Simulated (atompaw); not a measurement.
## An all-electron radial function and its pseudo partner (zirconium)

Columns: radius, all-electron u(r) and pseudo u(r) of the 4s shell (level -52.53 eV) of zirconium in the configuration [Ar] 3d10 4s2 4p6 4d2 5s1.75 5p0.25; PBE, non-relativistic, PAW (atompaw) scheme, atompaw 4.2.0.5.

```json
{"r (bohr)": "0.108", "all-electron": "-0.3507", "pseudo": "-0.2386"}
{"r (bohr)": "0.215", "all-electron": "0.1136", "pseudo": "-0.4636"}
{"r (bohr)": "0.323", "all-electron": "0.5327", "pseudo": "-0.6687"}
{"r (bohr)": "0.431", "all-electron": "0.4493", "pseudo": "-0.8429"}
{"r (bohr)": "0.538", "all-electron": "0.0986", "pseudo": "-0.9792"}
{"r (bohr)": "0.646", "all-electron": "-0.3016", "pseudo": "-1.0772"}
{"r (bohr)": "0.754", "all-electron": "-0.6341", "pseudo": "-1.1354"}
{"r (bohr)": "0.862", "all-electron": "-0.8632", "pseudo": "-1.1565"}
{"r (bohr)": "0.969", "all-electron": "-0.9918", "pseudo": "-1.1455"}
{"r (bohr)": "1.077", "all-electron": "-1.0397", "pseudo": "-1.1080"}
{"r (bohr)": "1.185", "all-electron": "-1.0267", "pseudo": "-1.0502"}
{"r (bohr)": "1.292", "all-electron": "-0.9736", "pseudo": "-0.9785"}
{"r (bohr)": "1.400", "all-electron": "-0.8958", "pseudo": "-0.8960"}
{"r (bohr)": "1.508", "all-electron": "-0.8060", "pseudo": "-0.8060"}
{"r (bohr)": "1.615", "all-electron": "-0.7137", "pseudo": "-0.7137"}
{"r (bohr)": "1.723", "all-electron": "-0.6228", "pseudo": "-0.6228"}
{"r (bohr)": "1.831", "all-electron": "-0.5378", "pseudo": "-0.5378"}
{"r (bohr)": "1.938", "all-electron": "-0.4610", "pseudo": "-0.4610"}
{"r (bohr)": "2.046", "all-electron": "-0.3919", "pseudo": "-0.3919"}
{"r (bohr)": "2.154", "all-electron": "-0.3312", "pseudo": "-0.3312"}
{"r (bohr)": "2.262", "all-electron": "-0.2786", "pseudo": "-0.2786"}
{"r (bohr)": "2.369", "all-electron": "-0.2338", "pseudo": "-0.2338"}
{"r (bohr)": "2.477", "all-electron": "-0.1952", "pseudo": "-0.1952"}
{"r (bohr)": "2.585", "all-electron": "-0.1625", "pseudo": "-0.1625"}
{"r (bohr)": "2.692", "all-electron": "-0.1353", "pseudo": "-0.1353"}
{"r (bohr)": "2.800", "all-electron": "-0.1121", "pseudo": "-0.1121"}
```

(1) How many radial nodes do the two functions have?

(2) At about which radius was the pseudo-wave matched?

(3) Where does each function peak?

(4) Is the pseudo-wave norm-conserving?

## Answers

(1) The all-electron 4s function has n − l − 1 = 3 (the table is too coarse to show those close to the nucleus); the pseudo-wave has 0, since the states of the same l below it are removed with the core.

(2) 1.45 bohr, where the columns begin to agree (steps of 0.11 bohr).

(3) Outermost all-electron maximum near 1.08 bohr, pseudo maximum near 0.86 bohr (to the table’s step).

(4) No, it belongs to a PAW set: the norm inside the radius is not constrained, and the difference is carried by the augmentation charge.
